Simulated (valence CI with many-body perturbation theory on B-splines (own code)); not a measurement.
E1 line list for Cs⁴²⁺

Computed by valence CI with perturbative core correlation (CI+MBPT): three valence electrons over a frozen Dirac-Fock core [Ne], radial functions for each j: 11 s, 11 p, 9 d, 7 f, 5 g, 2 h, 1 i, with the one-electron correlation potential Σ1 (screened to all orders), the two-electron term Σ2, the three-electron term Σ3, Breit, model QED; selected single and double excitations, second order for the rest (own B-spline code, finite nucleus).

The last digits are not significant, and no measured levels were compared; by estimate large intervals hold to a few tenths of a per cent, small ones and those within an open d or f shell to about a per cent.

Lines 151 to 200 of 277 in falling wavelength, among levels below 5007.8 × 10³ cm⁻¹, chosen from the strongest by gf and those to the six lowest levels. Wavelengths and rates use the calculated energies. Electric multipoles are in the length gauge, E1 and E2 with the static RPA response of the core. Weak lines are less certain than strong ones. Lines between different terms over intervals too small for the method are left out, as are lines whose strength nearly cancels. The highest levels of a list are the least certain.

Levels are named by their leading jj configuration (3d3/2^4 stands for four electrons in 3d with j = 3/2), which in mixed levels can hold well under half, so a name can repeat and another be missing. Letters in brackets count levels of one name in rising energy.

```
λ vac (Å)                          Upper                       Lower   A (s⁻¹)  S (a.u.) with core polarisation  S without
    56.17     (3s 3p3/2 3d3/2) J=3/2 [a]  (3s 3p1/2 3p3/2) J=3/2 [b]  6.74e+08                         2.36e-04   2.41e-04
    56.06     (3s 3p3/2 3d3/2) J=5/2 [a]  (3s 3p1/2 3p3/2) J=3/2 [b]  1.34e+10                         7.00e-03   7.14e-03
    56.06  (3p1/2 3p3/2 3d3/2) J=5/2 [b]      (3s 3p1/2 3d3/2) J=5/2  3.71e+10                         1.94e-02   1.97e-02
    55.96     (3s 3p3/2 3d3/2) J=1/2 [a]  (3s 3p1/2 3p3/2) J=3/2 [b]  1.16e+10                         2.00e-03   2.04e-03
    55.70          (3p1/2 3p3/2^2) J=5/2  (3s 3p1/2 3p3/2) J=3/2 [a]  6.59e+09                         3.37e-03   3.44e-03
    55.65  (3p1/2 3p3/2 3d3/2) J=3/2 [a]       (3p1/2^2 3p3/2) J=3/2  4.80e+10                         1.63e-02   1.67e-02
    55.57  (3p1/2 3p3/2 3d5/2) J=5/2 [b]  (3s 3p1/2 3d5/2) J=5/2 [a]  5.82e+10                         2.96e-02   3.02e-02
    55.35     (3s 3p3/2 3d5/2) J=3/2 [b]          (3s^2 3d5/2) J=5/2  2.05e+11                         6.86e-02   7.00e-02
    54.89     (3s 3p3/2 3d5/2) J=5/2 [b]          (3s^2 3d5/2) J=5/2  1.43e+11                         6.98e-02   7.12e-02
    54.67         (3s 3p3/2 3d5/2) J=1/2          (3s^2 3d3/2) J=3/2  6.94e+10                         1.12e-02   1.14e-02
    54.38                (3p3/2^3) J=3/2          (3s 3p3/2^2) J=5/2  6.92e+10                         2.20e-02   2.24e-02
    54.37             (3s 3d3/2^2) J=3/2      (3s 3p1/2 3d3/2) J=1/2  1.81e+11                         5.75e-02   5.86e-02
    54.33          (3p1/2 3p3/2^2) J=3/2  (3s 3p1/2 3p3/2) J=3/2 [a]  1.23e+11                         3.88e-02   3.96e-02
    54.12  (3p1/2 3p3/2 3d3/2) J=5/2 [b]  (3s 3p1/2 3d3/2) J=3/2 [a]  5.45e+10                         2.56e-02   2.61e-02
    54.07     (3s 3d3/2 3d5/2) J=7/2 [a]  (3s 3p1/2 3d5/2) J=5/2 [b]  3.78e+10                         2.36e-02   2.40e-02
    53.96  (3p1/2 3p3/2 3d5/2) J=3/2 [b]  (3s 3p1/2 3d5/2) J=5/2 [a]  4.53e+10                         1.41e-02   1.43e-02
    53.81     (3s 3p3/2 3d5/2) J=3/2 [a]      (3s 3p1/2 3p3/2) J=1/2  9.48e+10                         2.91e-02   2.97e-02
    53.19          (3p1/2 3p3/2^2) J=1/2  (3s 3p1/2 3p3/2) J=3/2 [a]  1.35e+10                         2.00e-03   2.04e-03
    53.13             (3s 3d3/2^2) J=5/2  (3s 3p1/2 3d3/2) J=3/2 [b]  2.72e+11                         1.21e-01   1.23e-01
    53.04  (3p1/2 3p3/2 3d5/2) J=3/2 [b]      (3s 3p1/2 3d3/2) J=1/2  3.70e+10                         1.09e-02   1.11e-02
    53.01     (3s 3d3/2 3d5/2) J=5/2 [a]      (3s 3p1/2 3d5/2) J=3/2  2.74e+10                         1.21e-02   1.23e-02
    52.43     (3s 3p3/2 3d3/2) J=3/2 [a]      (3s 3p1/2 3p3/2) J=5/2  4.92e+10                         1.40e-02   1.43e-02
    52.35     (3s 3d3/2 3d5/2) J=7/2 [a]      (3s 3p1/2 3d5/2) J=7/2  1.94e+11                         1.10e-01   1.12e-01
    52.33     (3s 3p3/2 3d3/2) J=5/2 [a]      (3s 3p1/2 3p3/2) J=5/2  2.39e+11                         1.01e-01   1.03e-01
    51.98     (3s 3p3/2 3d5/2) J=3/2 [a]  (3s 3p1/2 3p3/2) J=3/2 [b]  1.08e+11                         2.99e-02   3.05e-02
    51.84         (3s 3p3/2 3d3/2) J=7/2      (3s 3p1/2 3p3/2) J=5/2  2.29e+11                         1.26e-01   1.28e-01
    51.09  (3p1/2 3p3/2 3d3/2) J=3/2 [b]       (3p1/2^2 3p3/2) J=3/2  3.51e+11                         9.25e-02   9.43e-02
    51.05     (3s 3d3/2 3d5/2) J=5/2 [a]      (3s 3p1/2 3d5/2) J=7/2  4.92e+10                         1.94e-02   1.98e-02
    51.01  (3p1/2 3p3/2 3d3/2) J=5/2 [b]       (3p1/2^2 3p3/2) J=3/2  1.56e+11                         6.12e-02   6.23e-02
    50.99     (3s 3p3/2 3d3/2) J=3/2 [b]      (3s 3p1/2 3p3/2) J=1/2  1.22e+11                         3.19e-02   3.25e-02
    50.96     (3s 3p3/2 3d5/2) J=5/2 [a]  (3s 3p1/2 3p3/2) J=3/2 [b]  2.86e+09                         1.12e-03   1.14e-03
    50.95     (3s 3d3/2 3d5/2) J=7/2 [a]  (3s 3p1/2 3d5/2) J=5/2 [a]  6.43e+10                         3.36e-02   3.42e-02
    50.89     (3s 3d3/2 3d5/2) J=3/2 [b]      (3s 3p1/2 3d5/2) J=3/2  1.89e+11                         4.92e-02   5.01e-02
    50.70     (3s 3d3/2 3d5/2) J=5/2 [b]      (3s 3p1/2 3d5/2) J=3/2  9.53e+10                         3.68e-02   3.75e-02
    50.66     (3s 3d3/2 3d5/2) J=7/2 [b]  (3s 3p1/2 3d5/2) J=5/2 [b]  1.45e+11                         7.43e-02   7.57e-02
    50.61         (3s 3p1/2 3d3/2) J=1/2          (3s 3p1/2^2) J=1/2  3.52e+11                         4.51e-02   4.59e-02
    50.58     (3s 3d3/2 3d5/2) J=3/2 [b]  (3s 3p1/2 3d5/2) J=5/2 [b]  7.23e+10                         1.85e-02   1.88e-02
    50.57         (3s 3d3/2 3d5/2) J=9/2      (3s 3p1/2 3d5/2) J=7/2  1.45e+11                         9.23e-02   9.41e-02
    50.40     (3s 3d3/2 3d5/2) J=5/2 [b]  (3s 3p1/2 3d5/2) J=5/2 [b]  1.75e+11                         6.65e-02   6.78e-02
    50.34             (3s 3d3/2^2) J=1/2  (3s 3p1/2 3d3/2) J=3/2 [b]  3.88e+11                         4.88e-02   4.97e-02
    50.33     (3s 3p1/2 3d3/2) J=3/2 [b]          (3s 3p1/2^2) J=1/2  3.49e+11                         8.78e-02   8.95e-02
    50.25  (3p1/2 3p3/2 3d3/2) J=1/2 [b]       (3p1/2^2 3p3/2) J=3/2  2.60e+11                         3.26e-02   3.32e-02
    50.20         (3s 3d3/2 3d5/2) J=1/2      (3s 3p1/2 3d5/2) J=3/2  3.68e+11                         4.59e-02   4.68e-02
    50.07             (3s 3d3/2^2) J=1/2      (3s 3p1/2 3d3/2) J=1/2  2.14e+11                         2.65e-02   2.70e-02
    49.99     (3s 3p3/2 3d3/2) J=3/2 [a]  (3s 3p1/2 3p3/2) J=3/2 [a]  2.36e+11                         5.82e-02   5.93e-02
    49.91     (3s 3p3/2 3d3/2) J=5/2 [a]  (3s 3p1/2 3p3/2) J=3/2 [a]  1.11e+11                         4.07e-02   4.15e-02
    49.83     (3s 3p3/2 3d3/2) J=1/2 [a]  (3s 3p1/2 3p3/2) J=3/2 [a]  2.45e+11                         2.99e-02   3.05e-02
    49.82             (3s^2 3d3/2) J=3/2          (3s^2 3p1/2) J=1/2  4.80e+11                         1.17e-01   1.19e-01
    49.80     (3s 3p3/2 3d3/2) J=1/2 [b]      (3s 3p1/2 3p3/2) J=1/2  2.48e+11                         3.03e-02   3.09e-02
    49.71     (3s 3d3/2 3d5/2) J=5/2 [a]  (3s 3p1/2 3d5/2) J=5/2 [a]  1.96e+11                         7.14e-02   7.27e-02
```
